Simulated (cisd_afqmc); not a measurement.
Input (AFQMC/CISD/aug-cc-pV(D+d)Z; cisd_afqmc is a phaseless AFQMC code with CISD trial states that reads the integrals written by Ansatz): A basis named .json is the Basis Set Exchange file of that set.

Ansatz 0.2 input:
```python
import cisd_afqmc

open("ham.yaml", "w").write("""\
crystal:
  periodic: [false, false, false]
  atoms:
    - {symbol: P, position_ang: [0.00000000, 0.00000000, 0.00000000]}
basis:
  gaussian:
    orbitals: aug-cc-pV_D+d_Z.json
total_charge: -1
magnetization: {spin_polarized: true, initial_magnetization: 2}
correlation: {method: ccsd, electrons: outside_noble_gas, hamiltonian_folder: ham}
scf: {lower_state_search: full}
""")
rep = cisd_afqmc.ansatz("ham.yaml")
e_ccsd = rep["correlation"]["coupled_cluster"]["energy"]["hartree"]
out = cisd_afqmc.run("ham", e_ccsd, trial="CISD", walkers=200, populations=8, threads=8, dt=0.005, steps=40, early=24, settle=10, least=48,
    target=0.0004, seconds=1500, seed=1, memory=12960, gpu=False)
```

Output:

```
orbitals 27, occupied [4, 2], factors 166 of 180, rank of the doubles 138 of 142
E(HF) = -340.696609
E(CCSD) on the cut factors = -340.808314, shift to the whole factors -0.000000
Energy of the trial state on the determinant = -340.808314
  tau behind 7.2 of longer steps, mean of the populations' last blocks
   2.0  -340.81249
   4.0  -340.81245
   6.0  -340.81262
   8.0  -340.81256
  10.0  -340.81233
blocks 400 (0 outliers left out), error by blocks joined: 1: 0.00005, 2: 0.00007, 4: 0.00009, 8: 0.00011, 16: 0.00009
E(AFQMC/CISD) = -340.81242 +/- 0.00011
```
